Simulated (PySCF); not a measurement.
Compound: C7H6F2 (charge +1 and doublet state).
Z-matrix (Å and degrees, GFN2-xTB geometry), rows numbered from 1:
```
C 
C   1  1.4610
C   2  1.4029  1  121.57
C   3  1.3752  2  119.99  1  -179.92
F   4  1.3128  3  121.20  2   179.99
C   4  1.4316  3  120.32  2     0.01
F   6  1.3039  4  119.27  3   179.96
C   6  1.3997  4  120.12  3    -0.04
C   8  1.3712  6  119.12  4     0.05
H   1  1.0860  2  113.00  3    -0.00
H   1  1.0972  2  110.45  3  -123.41
H   1  1.0972  2  110.43  3   123.39
H   3  1.0806  2  120.88  1     0.04
H   8  1.0804  6  118.92  4  -180.00
H   9  1.0808  2  118.78  1    -0.09
```

Identity: `CC1=CC(F)=C(F)[CH][CH+]1` [radical] (charge +1).

The calculation used UKS B3LYP, pcH-1 on C F H, non-relativistic, mean-field spin-orbit, GIAO in PySCF 2.14.0. Geometry: GFN2-xTB; no solvent, vibrations or thermal averaging. Couplings are sensitive to structure, and on GFN2-xTB geometries they can be far from those on DFT ones, by a factor of two or more for some ions and for spin on atoms past the first row. No stability test was run, so a lower SCF solution isn't excluded.

(1) What is the g tensor, term by term?

(2) What are the electron Larmor frequencies g μB B/h along the three axes at 340 mT?

(3) At 34.184 GHz, how far is the centre of the isotropic spectrum from where a free electron (g = 2.002319) resonates?

(4) How much does each term add to the isotropic shift?

(5) In a frozen sample, at which fields do the three g values resonate at 9.5, 34, 94 and 263 GHz (hyperfine left aside), and which band first spreads them over more than twice a line width of 1.0 mT?

Results:

(1) 
| Δg (ppm) | 1 | 2 | 3 |
| --- | --- | --- | --- |
| relativistic mass correction | -197 | -197 | -197 |
| gauge correction | -1 | 47 | 31 |
| orbital Zeeman/spin–orbit | -72 | 1859 | 2852 |
| total | -271 | 1709 | 2686 |

So g = 2.00205, 2.00403, 2.00500 and g_iso = 2.00369; the tensor is rhombic: the two nearest values differ by 33 % of g3 − g1. Axes: g3 points within 13° of the C4–C6 bond.

(2) 9.5272, 9.5366, 9.5413 GHz for g1, g2 and g3, a range of 14.1 MHz.

(3) B = hν/(g μB) with μB/h = 13.99624 MHz/mT gives 1219.77 mT for the free electron and 1218.93 mT at g_iso, 0.84 mT lower.

(4) The orbital-Zeeman/spin–orbit term 1546, the mass correction -197 and the gauge correction 26 ppm, for a total of 1375 ppm. The orbital-Zeeman/spin–orbit term is the largest in size. The mass correction is the same along every axis, so the anisotropy comes from the other two: their spans along these axes are 49 (gauge) and 2924 ppm (orbital Zeeman/spin–orbit).

(5) 
```csv
band,GHz,B(g3) mT,B(g2) mT,B(g1) mT,spread mT
X,9.5,338.53,338.69,339.03,0.50
Q,34.0,1211.58,1212.17,1213.37,1.79
W,94.0,3349.66,3351.29,3354.61,4.95
J,263.0,9371.92,9376.49,9385.76,13.84
```

The spread grows in proportion to the frequency. W band is the first where it exceeds 2.0 mT.

Largest spin populations (Mulliken): C6 (+0.35), C2 (+0.30), C9 (+0.21) and C4 (+0.15). The positive populations add up to 1.20 and the negative ones to -0.20, together 2S = 1.

The HOMO–LUMO gaps are 6.03 eV among the α and 2.36 eV among the β orbitals.

Time: 92 s (with the writing of density and orbital grids); peak memory 0.97 GiB. Hardware: an Arm Neoverse V1 with one thread, shared host with 32 logical CPUs at a one-minute load of 48.

The SMILES draws the unpaired electron on C8; the largest computed Mulliken spin population is on C6 (0.35 against -0.10).
